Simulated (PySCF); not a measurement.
`[H][Si](C)(C)C` (SiHMe3). Level of theory: PBE0-D3(BJ)/def2-SVP geometry optimisation, gas phase in PySCF.

```
atom  x, y, z in Å
Si1    0.0062   -0.0033    0.4979
H2     0.0258    0.0005    1.9992
C3     1.7809   -0.0147   -0.1300
H4     2.3454    0.8481    0.2576
H5     1.8029    0.0345   -1.2307
H6     2.3087   -0.9307    0.1778
C7    -0.8837    1.5448   -0.0982
H8    -1.9275    1.5616    0.2524
H9    -0.8959    1.5906   -1.1991
H10   -0.3893    2.4566    0.2719
C11   -0.9041   -1.5416   -0.0936
H12   -1.9465   -1.5467    0.2620
H13   -0.4189   -2.4607    0.2706
H14   -0.9234   -1.5830   -1.1947
```

(1) Give the dihedral angles C11–Si1–C7–H9, C7–Si1–C11–H13, H2–Si1–C7–H9, C7–Si1–C3–H6, C11–Si1–C7–H10.

(2) What is the longest distance between nuclei?

(3) Work out the bond lengths Si1–C3, Si1–C11, C3–H4, C3–H6, C7–H9, C7–H10, C11–H13 in Å.

(4) What are the angles H2–Si1–C11, C3–Si1–C7, Si1–C3–H5, H8–C7–H10, H12–C11–H14, H13–C11–H14?

(5) What is the repulsion energy of the bare nuclei, Σ ZA·ZB/RAB?

(6) How far are the heavy atoms from their best plane (unweighted least squares)?

(7) How far apart are these pairs, which share no bond: Si1···H10, Si1···H13, H2···H6, H5···C11, H6···C11, C7···C11, H8···H9?

(8) Write the matrix of distances between heavy atoms (Å, lower triangle).

Results:

(1) C11–Si1–C7–H9 -62° (synclinal); C7–Si1–C11–H13 -178° (antiperiplanar); H2–Si1–C7–H9 179° (antiperiplanar); C7–Si1–C3–H6 -178° (antiperiplanar); C11–Si1–C7–H10 178° (antiperiplanar). Dihedral signs follow IUPAC: positive where, seen along the central bond, the front bond turns clockwise onto the rear one.

(2) H10···H13, H6···H8 and H4···H12, 4.917 Å down to 4.915 Å.

(3) For Si1–C3 the difference vector is (1.7747, -0.0114, -0.6279) Å, of length 1.8825 Å. Si1–C3 1.883; Si1–C11 1.883; C3–H4 1.102; C3–H6 1.101; C7–H9 1.102; C7–H10 1.101; C11–H13 1.101 Å.

(4) From the scalar product of the two bond vectors; for H2–Si1–C11 it is -0.9117 Å² over 1.5014 × 1.8828 Å², cos θ = -0.3225. H2–Si1–C11 108.8°; C3–Si1–C7 110.2°; Si1–C3–H5 110.6°; H8–C7–H10 107.8°; H12–C11–H14 107.8°; H13–C11–H14 107.9°.

(5) 174.41 Eh over 91 pairs, with full nuclear charges and distances in bohr; the largest single term is 23.61 Eh (Si1 with C7, or a pair equal to it).

(6) 0.262 Å rms; Si1 0.45, C3 0.15, C7 0.15, C11 0.15 Å (magnitudes).

(7) Si1···H10 2.502 Å (2 bonds apart); Si1···H13 2.504 Å (2 bonds apart); H2···H6 3.065 Å (3 bonds apart); H5···C11 3.332 Å (3 bonds apart); H6···C11 3.282 Å (3 bonds apart); C7···C11 3.086 Å (2 bonds apart); H8···H9 1.781 Å (2 bonds apart).

(8) 
```
Si1   0.000
C3    1.883  0.000
C7    1.883  3.088  0.000
C11   1.883  3.089  3.086  0.000
```

Stationary, but not proved a minimum.
